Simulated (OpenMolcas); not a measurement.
Pt2+ with 6 ligands (fluoride) in octahedral coordination (Oh) at 2.11 Å. A charge of +0.667 e stands 2.6 Å behind each ligand. Ligand basis ANO-RCC-VDZP.
```
Pt    0.0000    0.0000    0.0000
F     2.1100    0.0000    0.0000
F     0.0000    2.1100    0.0000
F    -2.1100    0.0000    0.0000
F     0.0000   -2.1100    0.0000
F     0.0000    0.0000    2.1100
F     0.0000    0.0000   -2.1100
```

```yaml
Program: OpenMolcas
Method: CASSCF
Basis: ANO-RCC-VDZP [7s6p4d2f]
Scalar_Hamiltonian: DKH2, point nucleus
Active_space: 8 electrons in 5 orbitals (5d)
State_averaging: 2S+1 = 3 even, 10 roots; 2S+1 = 1 even, 15 roots
Spin-orbit_coupling: RASSI with atomic mean-field integrals over the reference wave functions
```

Task: What is the spin-free ground state (labels of O, the rotations of Oh)?

Result: 3A2, 1-fold in its orbital part; it has the highest spin that d8 allows.

Task: Where is the first state of the same spin?

Result: 3T2 at 15900 cm-1 above the ground state.

Task: What are the lowest two levels with spin-orbit coupling?

Result: A 3-fold level T2, then a 2-fold level E 9845 cm-1 above it. Their leading multiplicities are 3 (98 %) and 1 (60 %).

Task: What is χT at 300 K, and how does it compare with the textbook value?

Result: The lowest level has 2S+1 = 3, for which the spin-only value is χT = S(S+1) / 2 = 1.000 cm3 K/mol (g = 2). The computed 1.785 at 300 K differs by +0.785, through orbital momentum, spin-orbit coupling and any other state in reach.

Task: Which ligand-field parameters describe the states?

Result: A least-squares ligand-field fit to the states below 45000 cm-1, each weighted by its degeneracy and with a free common offset, gives 10Dq = 15931 cm-1, B = 785 cm-1 and C = 3177 cm-1 (C/B = 4.05), with an rms deviation of 35 cm-1. The same method and metal basis give the free ion B = 847 cm-1 (fit to its terms below 60000 cm-1, rms deviation 6 cm-1), so the nephelauxetic ratio is β = 785 / 847 = 0.93; it hangs on how both fits weigh the states, and computed free-ion B values tend to be too large, so β mixes covalency with correlation.

Without dynamic correlation the repulsion within the d shell is too large (B by tens of per cent), so at a given field states of lower spin stand too high. Real 4d8 and 5d8 ions are as a rule square planar and diamagnetic. With metal d orbitals alone the field can be off either way by tens of per cent. Ligand-to-metal charge-transfer states are missing. With no ligand orbital active B as a rule stays too high, so bands that hang on it stand too high and its fall with covalency is understated. No measured value stands beside these numbers; the geometry was imposed, not optimised, and the real ion may take another.
